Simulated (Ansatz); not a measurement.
Consider the isomerisation: `CC(=N)[SiH3]` → `C=N[SiH2]C`.

Program: Ansatz. Geometries: PBE0-D4/def2-TZVP. ΔE: electronic, gas phase. CCSD(T)/CBS is the MP2 limit (def2-TZVPP, def2-QZVPP) plus CCSD(T) − MP2 in def2-TZVPP, frozen cores. DFT in def2-TZVPP. B3LYP here is the variant with VWN-RPA as its local correlation; programs differ in this. Each species was taken in one conformer, which may not be the lowest.

Is it downhill or uphill in electronic energy at CCSD(T)/CBS, and by how much? (Best estimate.)

Computed: Downhill: ΔE = -69.5 kJ/mol.

What do these levels give: LDA (SPW92), PBE-D4, B2PLYP, revPBE, r2SCAN, B3LYP, HF/def2-SVP, CCSD/def2-SVP, CCSD(T)/def2-SVP, MP2/def2-TZVPP, SCS-MP2/def2-TZVPP, CCSD/CBS(def2)? (Best estimate.)

The calculation gave: LDA (SPW92) -55.3, PBE-D4 -59.5, B2PLYP -72.1, revPBE -61.7, r2SCAN -68.5, B3LYP -70.7, HF/def2-SVP -70.0, CCSD/def2-SVP -55.3, CCSD(T)/def2-SVP -52.8, MP2/def2-TZVPP -73.0, SCS-MP2/def2-TZVPP -72.6, CCSD/CBS(def2) -71.8 kJ/mol.

Largest T1 diagnostic among the species: 0.012.

In def2-TZVPP, CCSD(T) changes the Hartree–Fock value by +12.2 kJ/mol (the triples alone add +2.3 kJ/mol) and MP2 by +7.5 kJ/mol. At CCSD(T), def2-SVP lies +16.7 kJ/mol from the extrapolated value and def2-TZVPP +1.1 kJ/mol.
